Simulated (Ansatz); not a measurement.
```xyz
11

O    -1.070   -0.508   -1.463
B    -0.361    0.030   -0.446
Ge    0.384   -1.147    1.103
C    -0.124    1.589   -0.513
Cl    1.605    1.733   -0.981
H    -1.157   -1.465   -1.423
H    -0.266   -0.754    2.444
H     1.906   -1.046    1.281
H     0.036   -2.632    0.849
H    -0.240    2.113    0.435
H    -0.711    2.086   -1.285
```

Charge 0, multiplicity 1.

Problem. List the B3LYP/def2-TZVPP orbital energies in eV (Ansatz 0.2.0). (An estimate is asked.)

Solution. The calculation gave: Occupied: -10849.85, -2762.50, -1354.27, -1205.16, -1205.16, -1205.15, -521.73, -277.95, -257.20, -196.29, -196.06, -196.05, -184.83, -168.78, -119.04, -119.03, -118.99, -32.61, -32.60, -32.55, -32.52, -32.52, -28.80, -23.33, -18.54, -15.94, -15.35, -12.54, -12.16, -11.87, -11.16, -10.61, -9.31, -9.26, -8.36, -8.26, -7.67. Lowest empty: -1.32, 0.02, 0.59, 0.86, 1.27, 1.66, 1.87, 2.48.

B3LYP here is the variant with VWN-RPA as its local correlation; programs differ in this.
